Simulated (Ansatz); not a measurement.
Breaking the Sn1–H2 bond in H4Sn (SMILES [SnH4]) (multiplicity 1 held, fragments rigid). Energies count from the point at 1.709 Å.
Geometry at that point (charge 0, multiplicity 1):
```xyz
5

Sn     0.00000     0.00000     0.00000
H      1.30166     0.69995    -0.85722
H      0.60242    -0.85906     1.34839
H     -1.05717     1.23097     0.53495
H     -0.84691    -1.07186    -1.02612
```

Signs of static correlation in def2-TZVPP, with CASSCF(2,2), from Ansatz (a quantum-chemistry and plane-wave program) runs.

| R (Å) | T1 of restricted CCSD | ⟨S²⟩ of UHF | largest double amplitude of restricted CCSD | weight of the CASSCF reference in MRCISD | CASSCF natural occupations |
|---|---|---|---|---|---|
| 1.367 | 0.010 | 0.000 | 0.026 | 0.929 | 1.99 0.01 |
| 1.538 | 0.010 | 0.000 | 0.028 | 0.928 | 1.98 0.02 |
| 1.709 | 0.010 | 0.000 | 0.026 | 0.928 | 1.97 0.03 |
| 1.879 | 0.011 | 0.000 | 0.043 | 0.928 | 1.96 0.04 |
| 2.050 | 0.012 | 0.000 | 0.076 | 0.928 | 1.95 0.05 |
| 2.307 | 0.015 | 0.000 | 0.132 | 0.928 | 1.91 0.09 |
| 2.563 | 0.021 | 0.451 | 0.194 | 0.928 | 1.85 0.15 |
| 2.990 | ? | 0.812 | 0.322 | 0.928 | 1.70 0.30 |
| 3.417 | 0.060 | 0.937 | 0.478 | 0.928 | 1.50 0.50 |
| 3.930 | ? | 0.986 | 0.671 | 0.928 | 1.29 0.71 |
| 4.613 | 0.110 | 1.001 | 0.858 | 0.928 | 1.12 0.88 |
| 5.467 | 0.118 | 1.004 | 0.965 | 0.928 | 1.04 0.96 |

### Question
Complete the blanks.

### Answer

- 2.990, T1 of restricted CCSD: 0.037
- 3.930, T1 of restricted CCSD: 0.088

Doubts at one or more of the structures used: a restricted determinant that unrestricted orbitals would lower (R-CCSD(T)/def2-TZVPP); other coupled-cluster roots lie near (R-CCSD(T)/def2-TZVPP); T1 above 0.05 (R-CCSD(T)/def2-TZVPP, U-CCSD(T)/def2-TZVPP); a spin-contaminated determinant (U-CCSD(T)/def2-TZVPP).
